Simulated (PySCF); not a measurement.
# Excitation energy of Ba by level of theory

Ba [Xe] 6s2 (1S) → Ba [Xe] 6s1 7s1 (3S), as a difference of total energies. All numbers are calculated (PySCF 2.14, scalar relativity by spin-free X2C-1e, in aug-cc-pVQZ-X2C (10s9p7d4f2g, 118 functions)). Correlated levels: valence: [Xe] frozen. The calculations carry no spin-orbit coupling.

```
           method  excitation energy (eV)
              UHF                   2.473
    MP2 (valence)                   2.898
SCS-MP2 (valence)                   3.032
   CCSD (valence)                   2.999
```

Problem. How much does correlation contribute at MP2 (valence)?

Solution. 2.898 − (2.473) = 0.425 eV, measured against UHF.

The promoted electron is Rydberg-like, and one or two diffuse shells describe it only roughly, which tends to raise the upper state.

With two correlated electrons CCSD is exact in that space.
